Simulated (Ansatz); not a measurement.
# Cost against result

Saddle point of GaH₂Cl₃, closed shell (GaHCl₂ ([Cl][GaH][Cl]) + HCl → GaCl₃ ([Cl][Ga]([Cl])[Cl]) + H₂; bonds formed: H2–H5; dative contacts that become bonds: Ga1–Cl6; bonds broken: Ga1–H2, H5–Cl6), PBE0-D4/def2-TZVP structure:

```xyz
6
angstrom
Ga -0.3183 0.3338 -0.2651
H 1.3458 0.0706 -0.3660
Cl -1.4197 -0.4705 -1.8873
Cl -0.8496 2.1376 0.7123
H 1.1121 -0.6816 0.4400
Cl 0.1296 -1.3899 1.3661
```

Barriers are electronic and count from the start structure reached by relaxing down the imaginary mode.

Computed with Ansatz 0.2.0 (basis: as named in each row); correlated methods freeze the cores. Filled d shells of the heavier atoms are correlated. The def2 sets are not built for correlating such inner shells, so the correlated values are less sure here. B3LYP uses VWN-RPA correlation. Extrapolation: Hartree–Fock as exp(−7.88 √X), correlation as X^−2.97.

Times are rough, for one single point on 4 threads of a shared host (Arm Neoverse V1).

The estimate by CCSD(T) at an estimated basis limit (MP2 extrapolated from triple and quadruple zeta, plus CCSD(T) − MP2 in triple zeta) is 0.834 eV.

```csv
method,basis,time (s),barrier (eV),method less estimate
HF,STO-3G,under 1,1.539,0.704
SPW92,def2-SVP,under 1,0.402,-0.432
PBE-D4,STO-3G,under 1,0.574,-0.260
PBE-D4,def2-SVP,under 1,0.565,-0.269
B3LYP-D4,6-31G,1,0.907,0.072
SPW92,def2-TZVPP,1,0.436,-0.398
PBE0-D4,def2-SVP,1,0.692,-0.142
BLYP-D4,def2-TZVPP,2,0.716,-0.118
PBE-D4,def2-TZVPP,2,0.580,-0.254
BHLYP-D4,def2-TZVPP,3,0.915,0.081
B3LYP-D4,def2-TZVPP,3,0.787,-0.048
CCSD(T),def2-SVP,3,0.893,0.059
PBE0-D4,def2-TZVPP,3,0.683,-0.152
CAM-B3LYP-D4,def2-TZVPP,3,0.846,0.012
RPA on PBE,def2-TZVPP,4,0.839,0.005
B2PLYP,def2-TZVPP,5,0.805,-0.030
wB97M-V,def2-SVP,5,0.841,0.007
r2SCAN-D4,def2-TZVPP,5,0.618,-0.216
PBE-QIDH,def2-TZVPP,5,0.759,-0.075
r2SCAN0-D4,def2-TZVPP,6,0.706,-0.128
wB97X-V,def2-TZVPP,7,0.858,0.023
B97M-V,def2-TZVPP,8,0.746,-0.088
wB97M-V,def2-TZVPP,8,0.860,0.025
MP2,def2-QZVPP,15,0.795,-0.039
CCSD(T),def2-TZVPP,76,0.833,-0.001
```

All methods are single points on the PBE0-D4 structures.

No T1 diagnostic of these runs exceeds 0.012.

Labels in which every atom is bracketed show which atoms are joined, not bond orders.
